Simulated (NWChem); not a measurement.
System meant: SOF, doublet; SMILES O=[S]F

Input file for NWChem:

```
start job
memory heap 200 mb stack 700 mb global 900 mb
geometry units angstroms noautoz
  O     -0.561587     1.194981     0.000000
  S      0.452305     0.127630     0.000000
  F     -0.309655    -1.314118     0.000000
end
basis spherical
  O library def2-svp
  S library def2-svp
  F library def2-svp
end
dft
  odft
  mult 2
  xc b3lyp
  iterations 4
  mulliken
end
task dft energy
```

End of the output:

```
     --------------------------
     Expectation value of S2:
     --------------------------
      <S2> =      0.7527 (Exact =     0.7500)

 center of mass
 --------------
 x =  -0.00997516 y =  -0.03685202 z =   0.00000000

 moments of inertia (a.u.)
 ------------------
         200.532028149713          -0.000000000000           0.000000000000
          -0.000000000000          47.754559763940           0.000000000000
           0.000000000000           0.000000000000         248.286587913653

     Multipole analysis of the density
     ---------------------------------

     L   x y z        total         alpha         beta         nuclear
     -   - - -        -----         -----         ----         -------
     0   0 0 0     -0.000000    -17.000000    -16.000000     33.000000

     1   1 0 0      0.707457      0.256125      0.451333      0.000000
     1   0 1 0     -0.130322     -0.463902      0.333580      0.000000
     1   0 0 1      0.000000      0.000000     -0.000000      0.000000

     2   2 0 0    -16.229369    -20.809349    -19.102682     23.682662
     2   1 1 0      0.634779      1.136863      0.284769     -0.786853
     2   1 0 1     -0.000000     -0.000000     -0.000000      0.000000
     2   0 2 0    -18.672314    -59.508313    -56.484439     97.320438
     2   0 1 1      0.000000      0.000000      0.000000      0.000000
     2   0 0 2    -15.991051     -8.963088     -7.027963      0.000000

 ------------------------------------------------------------------------
 dft energy failed                                                                                  0
 ------------------------------------------------------------------------
 ------------------------------------------------------------------------
  current input line :
    20: task dft energy
 ------------------------------------------------------------------------
 ------------------------------------------------------------------------
 This type of error is most commonly associated with calculations not reaching convergence criteria
 ------------------------------------------------------------------------
 For more information see the NWChem manual at https://nwchemgit.github.io

0:dft energy failed:Received an Error in Communication
```

Question: Can this run be used? If not, why, and what is the fix?

Answer: The run did not converge; its last values are not results. Cause: the SCF was allowed too few iterations. This input runs:
```
start job
memory heap 200 mb stack 700 mb global 900 mb
geometry units angstroms noautoz
  O     -0.561587     1.194981     0.000000
  S      0.452305     0.127630     0.000000
  F     -0.309655    -1.314118     0.000000
end
basis spherical
  * library def2-svp
end
dft
  odft
  mult 2
  xc b3lyp
  iterations 150
  mulliken
end
task dft energy
```
It converges to -572.94684 Ha (B3LYP/def2-SVP, spin-unrestricted).
